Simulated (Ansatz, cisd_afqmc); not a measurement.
Species: AlH, charge 1, doublet. AlH+ (parent SMILES [AlH], doublet).
B3LYP-D3(BJ)/def2-TZVP minimum from Ansatz (a first-principles code):
```
Al
H 1 1.6229
```
Charge +1, spin multiplicity 2.

Total energies in aug-cc-pV(T+d)Z, 3 correlated electrons, 5 frozen orbitals. UHF or UKS for unpaired electrons; spin-orbit terms are left out. Correlated methods leave the cores frozen. No relativity. The Monte Carlo rows (phaseless AFQMC, CISD trial, step 0.005/hartree) carry one-sigma bars that omit the constraint's bias. Outlying blocks are dropped, and bars are widened where a walk drifts. Over all cases where full CI ran beside it in this data, AFQMC minus full CI had a median of +0.1 mEh and passed +0.4 mEh in a tenth of the cases. Full CI freezes restricted core orbitals and the other rows unrestricted ones, which leaves a small offset even where coupled cluster is exact. The spin of HAl+ (parent SMILES [AlH], doublet) was assumed, and the state is the lowest solution found for it.

```csv
method,program,energy (Eh),error against FCI (mEh)
HF,Ansatz,-242.19661,47.06
MP2,Ansatz,-242.23031,13.36
CCSD,Ansatz,-242.24285,0.82
CCSD(T),Ansatz,-242.24347,0.20
CCSDT,Ansatz,-242.24372,-0.05
AFQMC/CISD,cisd_afqmc,-242.2436 ± 0.0001,0.0 ± 0.1
FCI,Ansatz,-242.24367,0.00
```
